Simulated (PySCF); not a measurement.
# A search over the determinants of CaF

Unrestricted PBE0; PySCF, spin-free X2C with a Gaussian nucleus, basis sets Ca x2c-TZVPall, F x2c-TZVPall. Outer shells of the fragments: Ca 4s2; F 2s2 2p5.

Followed along the bond (rough minima from three points):

| 2Ms+1 | unpaired | ⟨S²⟩ at the start | R at minimum (Å) | Te (eV) |
| --- | --- | --- | --- | --- |
| 2 | σ ↑ | 0.75 | 1.95 | 0.00 |
| 4 | σ ↑, π ↑↑ | 3.75 | none in the scan | ≤ 7.26 |

Solutions found at the starting distance of 2.205 Å, counted from the lowest of them; the search is not exhaustive and high or unbound solutions are not listed, so other states can lie among these:

```tsv
2Ms+1	unpaired	term	E (eV)	⟨S²⟩	⟨Lz²⟩	μ (D)
2	σ ↑	²Σ⁺	0.00	0.75	0.00	-4.34
2	π ↑	²Π	1.81	0.75	1.00	-4.45
2	δ ↑	²Δ	2.41	0.75	4.00	-8.22
4	σ ↑, π ↑↑	mixed	7.07	3.75	2.02	1.56
4	σ ↑, π ↑↑	mixed	7.13	3.75	2.01	2.27
4	σ ↑↑, π ↑	mixed	7.29	3.75	1.65	3.84
```

A term symbol is given only where ⟨S²⟩ and ⟨Lz²⟩ are close to those of a pure state; real π, δ and φ orbitals otherwise mix terms. A positive dipole means Ca(−)F(+).

Counting both spins, an empty level lies below a filled one in some of these solutions, because spin and occupation are held.
